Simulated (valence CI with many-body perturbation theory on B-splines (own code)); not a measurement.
## E1 transitions of As26+

Level of theory: configuration interaction combined with many-body perturbation theory (CI+MBPT): five valence electrons over a frozen Dirac-Fock core [He], a basis of 9 s, 9 p, 8 d, 6 f, 3 g, 1 h functions for each j, with the one-electron correlation potential Σ1, the two-electron term Σ2, the three-electron term Σ3, Breit, model QED; selected CI, second order for the rest (own B-spline code, finite nucleus).

No measured spectrum was set against this ion. As an estimate, large intervals hold to a few tenths of a per cent, small ones and those within an open d or f shell to about a per cent. Among the levels kept, up to 1600 cm⁻¹ of a level comes from second order outside the variational space, and about a tenth of that is noise between levels of different J, which matters for small intervals.

Lines 51 to 100 of 266 in falling wavelength, among levels below 1734.6 eV, chosen from the strongest by gf and those to the six lowest levels. Wavelengths and rates use the calculated energies. Electric multipoles are in the length gauge, E1 and E2 with the static RPA response of the core. Weak lines are less certain than strong ones. Lines between different terms over intervals too small for the method are left out, as are lines whose strength nearly cancels. Where a level lies close to another of its J and parity, the split of strength between their lines is uncertain. The highest levels of a list are the least certain.

Levels are named by their leading jj configuration (3d3/2^4 stands for four electrons in 3d with j = 3/2), which in mixed levels can hold well under half, so a name can repeat and another be missing. Letters in brackets count levels of one name in rising energy.

```tsv
λ vac (nm)	Upper	Lower	A (s⁻¹)	S (a.u.)
25.26	(2s^2 2p1/2 2p3/2 3d5/2) J=5/2 [a]	(2s^2 2p1/2 2p3/2 3p3/2) J=5/2 [a]	1.10e+09	5.25e-02
25.14	(2s^2 2p3/2^2 3d3/2) J=7/2	(2s^2 2p3/2^2 3p3/2) J=7/2	8.73e+08	5.47e-02
25.07	(2s^2 2p1/2 2p3/2 3d5/2) J=5/2 [b]	(2s^2 2p1/2 2p3/2 3p3/2) J=3/2 [b]	4.73e+09	2.21e-01
25.00	(2s^2 2p1/2 2p3/2 3d3/2) J=3/2 [a]	(2s^2 2p1/2 2p3/2 3p1/2) J=3/2 [a]	1.84e+09	5.67e-02
24.91	(2s^2 2p3/2^2 3p3/2) J=3/2 [b]	(2s^2 2p3/2^2 3s) J=1/2	6.37e+09	1.94e-01
24.66	(2s^2 2p1/2 2p3/2 3d3/2) J=1/2 [b]	(2s^2 2p1/2 2p3/2 3p1/2) J=3/2 [b]	5.17e+09	7.64e-02
24.40	(2s^2 2p3/2^2 3d3/2) J=7/2	(2s^2 2p3/2^2 3p3/2) J=5/2	2.12e+09	1.22e-01
24.35	(2s^2 2p1/2 2p3/2 3d3/2) J=5/2 [a]	(2s^2 2p1/2 2p3/2 3p1/2) J=3/2 [a]	4.62e+09	1.97e-01
24.21	(2s^2 2p3/2^2 3d3/2) J=3/2	(2s^2 2p3/2^2 3p1/2) J=3/2	4.04e+09	1.13e-01
24.21	(2s^2 2p3/2^2 3d3/2) J=7/2	(2s^2 2p3/2^2 3p1/2) J=5/2	3.55e+09	1.99e-01
24.20	(2s^2 2p1/2 2p3/2 3p3/2) J=3/2 [a]	(2s^2 2p1/2 2p3/2 3s) J=3/2 [a]	2.86e+09	8.01e-02
24.14	(2s^2 2p1/2 2p3/2 3d3/2) J=7/2	(2s^2 2p1/2 2p3/2 3p1/2) J=5/2	3.70e+09	2.06e-01
24.10	(2s^2 2p3/2^2 3d3/2) J=5/2	(2s^2 2p3/2^2 3p1/2) J=3/2	2.51e+09	1.04e-01
23.96	(2s^2 2p1/2 2p3/2 3p3/2) J=5/2 [b]	(2s^2 2p1/2 2p3/2 3s) J=3/2 [b]	5.61e+09	2.29e-01
23.59	(2s^2 2p1/2^2 3d3/2) J=3/2	(2s^2 2p1/2^2 3p1/2) J=1/2	6.07e+09	1.57e-01
23.13	(2s^2 2p1/2 2p3/2 3d3/2) J=3/2 [a]	(2s^2 2p1/2 2p3/2 3p1/2) J=1/2	3.69e+09	9.02e-02
22.42	(2s^2 2p1/2 2p3/2 3d3/2) J=1/2 [a]	(2s^2 2p1/2 2p3/2 3p1/2) J=1/2	5.29e+09	5.89e-02
22.35	(2s^2 2p1/2 2p3/2 3p3/2) J=5/2 [b]	(2s^2 2p1/2 2p3/2 3s) J=5/2	3.13e+09	1.03e-01
22.18	(2s^2 2p3/2^2 3d5/2) J=3/2	(2s^2 2p3/2^2 3p3/2) J=1/2	2.38e+09	5.13e-02
22.11	(2s^2 2p1/2 2p3/2 3p3/2) J=3/2 [b]	(2s^2 2p1/2 2p3/2 3s) J=1/2	3.31e+09	7.06e-02
21.47	(2s 2p1/2^2 2p3/2 3p3/2) J=5/2	(2s 2p1/2^2 2p3/2 3s) J=5/2	2.30e+09	6.74e-02
21.25	(2s^2 2p1/2 2p3/2 3p3/2) J=1/2 [b]	(2s^2 2p1/2 2p3/2 3s) J=3/2 [b]	9.08e+09	8.60e-02
21.12	(2s^2 2p1/2 2p3/2 3d3/2) J=5/2 [b]	(2s^2 2p1/2 2p3/2 3p1/2) J=5/2	2.09e+09	5.82e-02
20.89	(2s^2 2p3/2^2 3d5/2) J=5/2	(2s^2 2p3/2^2 3p3/2) J=5/2	3.18e+09	8.60e-02
20.67	(2s^2 2p1/2 2p3/2 3d5/2) J=3/2 [b]	(2s^2 2p1/2 2p3/2 3p3/2) J=3/2 [a]	2.65e+09	4.61e-02
20.30	(2s^2 2p3/2^2 3p3/2) J=3/2 [a]	(2s^2 2p3/2^2 3s) J=3/2	9.48e+09	1.57e-01
19.34	(2s^2 2p3/2^2 3p3/2) J=3/2 [a]	(2s^2 2p3/2^2 3s) J=5/2	3.61e+09	5.15e-02
18.58	(2s^2 2p1/2 2p3/2 3p3/2) J=1/2 [b]	(2s^2 2p1/2 2p3/2 3s) J=1/2	5.21e+09	3.30e-02
17.86	(2s^2 2p3/2^2 3p3/2) J=3/2 [b]	(2s^2 2p3/2^2 3s) J=3/2	3.32e+09	3.73e-02
15.80	(2s 2p1/2 2p3/2^3) J=3/2 [a]	(2s^2 2p3/2^3) J=3/2	4.20e+08	3.27e-03
12.81	(2s 2p1/2 2p3/2^2 3s) J=7/2	(2s^2 2p3/2^2 3s) J=5/2	4.84e+09	4.01e-02
12.48	(2s 2p1/2^2 2p3/2^2) J=5/2	(2s^2 2p1/2 2p3/2^2) J=5/2	1.12e+09	6.44e-03
11.27	(2s 2p1/2^2 2p3/2^2) J=5/2	(2s^2 2p1/2 2p3/2^2) J=3/2	4.07e+09	1.72e-02
11.20	(2s 2p1/2^2 2p3/2^2) J=1/2	(2s^2 2p1/2 2p3/2^2) J=1/2	2.58e+09	3.57e-03
10.26	(2s 2p1/2 2p3/2^3) J=5/2	(2s^2 2p3/2^3) J=3/2	7.87e+09	2.52e-02
10.10	(2s 2p1/2 2p3/2^3) J=3/2 [a]	(2s^2 2p1/2 2p3/2^2) J=5/2	9.64e+08	1.96e-03
10.02	(2p1/2^2 2p3/2^3) J=3/2	(2s 2p1/2 2p3/2^3) J=3/2 [c]	3.22e+10	6.39e-02
9.768	(2p1/2 2p3/2^4) J=1/2	(2s 2p3/2^4) J=1/2	4.15e+10	3.82e-02
9.320	(2p1/2^2 2p3/2^3) J=3/2	(2s 2p1/2 2p3/2^3) J=1/2	1.47e+10	2.36e-02
9.268	(2s 2p1/2 2p3/2^2 3s) J=5/2 [a]	(2s^2 2p1/2 2p3/2 3s) J=3/2 [a]	2.37e+10	5.59e-02
9.143	(2s 2p1/2 2p3/2^2 3s) J=7/2	(2s^2 2p1/2 2p3/2 3s) J=5/2	1.49e+10	4.51e-02
9.112	(2s 2p1/2^2 2p3/2^2) J=1/2	(2s^2 2p1/2 2p3/2^2) J=3/2	1.96e+09	1.46e-03
8.802	(2s 2p1/2 2p3/2^3) J=3/2 [b]	(2s^2 2p1/2 2p3/2^2) J=1/2	2.52e+09	3.39e-03
8.687	(2s 2p1/2^2 2p3/2^2) J=5/2	(2s^2 2p1/2^2 2p3/2) J=3/2	1.75e+10	3.40e-02
8.544	(2s 2p1/2 2p3/2^2 3s) J=5/2 [b]	(2s^2 2p1/2 2p3/2 3s) J=5/2	9.68e+09	1.79e-02
8.340	(2s 2p1/2 2p3/2^3) J=3/2 [c]	(2s^2 2p3/2^3) J=3/2	1.22e+10	1.40e-02
8.180	(2p1/2^2 2p3/2^3) J=3/2	(2s 2p1/2 2p3/2^3) J=5/2	5.40e+10	5.84e-02
7.972	(2s 2p1/2 2p3/2^3) J=3/2 [b]	(2s^2 2p1/2 2p3/2^2) J=5/2	2.09e+09	2.09e-03
7.815	(2s 2p1/2^2 2p3/2 3s) J=1/2	(2s^2 2p1/2^2 3s) J=1/2	4.27e+10	2.01e-02
7.740	(2s 2p1/2^2 2p3/2 3s) J=3/2 [b]	(2s^2 2p1/2^2 3s) J=1/2	3.51e+10	3.21e-02
```
